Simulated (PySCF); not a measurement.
Level of theory: ωB97X-D3(BJ)/def2-TZVP // PBE0-D3(BJ)/def2-SVP run with PySCF. Isolated molecules, 0 K electronic values unless said otherwise. One relaxed conformer stands for a flexible species; it need not be the lowest. Delta-SCF ions had no search for a lower state. Excitations are Tamm–Dancoff values on a coarser integration grid. The basis has no diffuse functions, so Rydberg states are missing or too high.

Reference species (SMILES): `Bc1c(C#C)sc2ccccc12` (neutral, multiplicity 1).

| Property | Value |
|---|---|
| HOMO–LUMO gap | 8.14 eV |
| S1–T1 gap (TDA) | 1.60 eV |
| vertical ionisation energy (Delta-SCF) | 8.32 eV |

Changed species: `Bc1cc2cc(C#C)ccc2s1`.

Question: Give the shifts of the HOMO–LUMO gap, S1–T1 gap (TDA) and vertical ionisation energy (Delta-SCF).

Answer: the HOMO–LUMO gap decreases by 0.05 eV, to 8.09 eV; the S1–T1 gap (TDA) drops by 0.23 eV, to 1.37 eV; the vertical ionisation energy (Delta-SCF) rises by 0.03 eV, to 8.35 eV.
